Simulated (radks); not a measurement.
Values are calculated unless marked as measured or tabulated.
W4+, 70 electrons, occupied as [Kr] 4d10 4f14 5s1.75 5p6 5d2.25 (fractional occupations, a model configuration).

Code: a radial shooting solver on a logarithmic mesh with Libxc functionals. Model: scalar-relativistic Kohn-Sham, PBE, spin-polarised, spherical densities, point nucleus; open shells are filled with parallel spins first (spin-orbit coupling, left out, can overturn this in heavy ions).

Energy parts (eV):
total: -439154.64
kinetic: 483988.68
electron-nucleus: -1082813.07
Hartree: 168415.77
exchange-correlation: -8746.01

Orbitals (lengths in bohr, moments of r in powers of bohr):
| orbital | occ. | eigenvalue (eV) | <r^4> |
|---|---|---|---|
| 1s up | 1 | -69543.49 | 5.812e-07 |
| 1s down | 1 | -69543.46 | 5.812e-07 |
| 2s up | 1 | -12040.17 | 0.00008746 |
| 2s down | 1 | -12040.01 | 0.00008746 |
| 2p up | 3 | -10534.19 | 0.00006873 |
| 2p down | 3 | -10534.06 | 0.00006873 |
| 3s up | 1 | -2807.286 | 0.003216 |
| 3s down | 1 | -2807.229 | 0.003215 |
| 3p up | 3 | -2361.393 | 0.003462 |
| 3p down | 3 | -2361.330 | 0.003462 |
| 3d up | 5 | -1848.962 | 0.002676 |
| 3d down | 5 | -1848.853 | 0.002676 |
| 4s up | 1 | -614.6739 | 0.07549 |
| 4s down | 1 | -614.5178 | 0.07547 |
| 4p up | 3 | -468.4477 | 0.1007 |
| 4p down | 3 | -468.2954 | 0.1006 |
| 4d up | 5 | -283.2083 | 0.1483 |
| 4d down | 5 | -283.0179 | 0.1477 |
| 4f up | 7 | -77.9382 | 0.4850 |
| 4f down | 7 | -77.5451 | 0.4651 |
| 5s up | 1 | -123.6321 | 2.303 |
| 5s down | 0.75 | -122.0820 | 2.262 |
| 5p up | 3 | -87.1551 | 4.223 |
| 5p down | 3 | -85.2386 | 4.168 |
| 5d up | 2.25 | -44.9045 | 15.45 |
| 5d down | 0 | -42.7185 | 15.84 |
| 6s up | 0 | -39.0426 | 60.99 |
| 6s down | 0 | -37.3384 | 61.79 |
| 6p up | 0 | -30.1599 | 117.3 |

The highest occupied level is 5d up at -44.904 eV. Summed over all electrons, <r^2> = 31.46 bohr^2, which gives a Langevin (diamagnetic) susceptibility term of -24.9 x 10^-6 cm^3/mol. Spin moment in Bohr magnetons: 2.5. The density falls to 0.001 e/bohr^3 at r = 3.16 bohr.
